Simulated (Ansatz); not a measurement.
This geometry of C₃H₆Si (10 atoms, charge 0, multiplicity 1) is a first-order saddle point.

These are results of RKS BHLYP-D4/def2-SVP (Ansatz), not measurements.

```xyz
10
Properties=species:S:1:pos:R:3
Si -1.030 1.015 -0.854
C -0.014 -0.199 0.100
C 0.111 -1.323 0.731
C 1.348 -0.516 0.690
H -1.545 0.387 -2.093
H -2.180 1.471 -0.039
H -0.197 2.183 -1.213
H -0.346 -2.240 1.072
H 1.685 0.020 1.581
H 2.168 -0.800 0.025
```

Problem. Which two structures does it join? (They come from a converged band through this point; their orientation in space is the band's.)

Solution. No bond is made or broken. The dihedral H5–Si1–C2–C4 goes from -180 to 60°. The two ends are copies of one structure, up to a mirror image or an exchange of like atoms.

Initial state:

```xyz
10
Properties=species:S:1:pos:R:3
Si -0.995 0.979 -0.928
C 0.018 -0.232 0.022
C 0.347 -1.439 0.352
C 1.134 -0.394 1.039
H -1.969 0.271 -1.789
H -1.719 1.862 0.015
H -0.105 1.812 -1.769
H 0.182 -2.499 0.230
H 0.940 -0.163 2.090
H 2.166 -0.198 0.738
```

Final state:

```xyz
10
Properties=species:S:1:pos:R:3
Si -1.045 1.046 -0.788
C -0.036 -0.166 0.164
C 0.097 -1.112 1.038
C 1.365 -0.703 0.398
H -0.902 0.774 -2.237
H -2.471 0.948 -0.405
H -0.553 2.417 -0.514
H -0.369 -1.769 1.756
H 2.087 -0.095 0.948
H 1.827 -1.340 -0.361
```

Problem. How far does it lie above each of them?

Solution. 4.2 kJ/mol above the first and 4.2 kJ/mol above the second. This is the barrier of this one path; another mechanism may lie lower.

The run took 2.4 min on 1 thread of Arm Neoverse V1, with other jobs on the host, peak memory 0.17 GiB.
